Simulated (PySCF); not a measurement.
C2H4N2OSi.

```xyz
10

O     -1.7233     0.0481     1.3293
Si    -0.6464     0.5342     0.1702
C      1.2284     0.4896     0.5807
N      1.8259    -0.2678    -0.2733
C      0.8519    -0.8491    -1.2013
N     -0.4006    -0.6163    -1.1570
H     -1.6638    -0.8636     1.6392
H     -1.1161     1.8579    -0.3034
H      1.8457     1.0038     1.3328
H      1.3112    -1.5150    -1.9505
```
Charge 0, spin multiplicity 1.

Coordinates come from a r2SCAN-D4/def2-SVP optimisation. The structure was generated by enumeration; whether it is a known compound was not checked. The values are those of a single conformer.

The numbers are results of PBE/pcSseg-1 run with PySCF, not measurements. Non-relativistic, no solvent.

Computed absolute GIAO shielding of each atom: isotropic value and principal components (ppm):
| atom | σ(iso) | σ11 | σ22 | σ33 | span |
|---|---|---|---|---|---|
| O1 | 303.8 | 270.2 | 303.5 | 337.7 | 67.5 |
| Si2 | 339.0 | 252.8 | 352.3 | 411.8 | 159.1 |
| C3 | -21.0 | -166.8 | -34.6 | 138.4 | 305.3 |
| N4 | -197.6 | -603.5 | -183.4 | 194.1 | 797.6 |
| C5 | 3.4 | -92.2 | 28.8 | 73.6 | 165.9 |
| N6 | -45.9 | -271.1 | -128.2 | 261.7 | 532.8 |
| H7 | 30.0 | 22.1 | 25.0 | 42.7 | 20.6 |
| H8 | 26.1 | 23.4 | 23.9 | 31.0 | 7.6 |
| H9 | 22.1 | 15.6 | 24.4 | 26.4 | 10.8 |
| H10 | 22.3 | 20.3 | 20.8 | 25.8 | 5.5 |
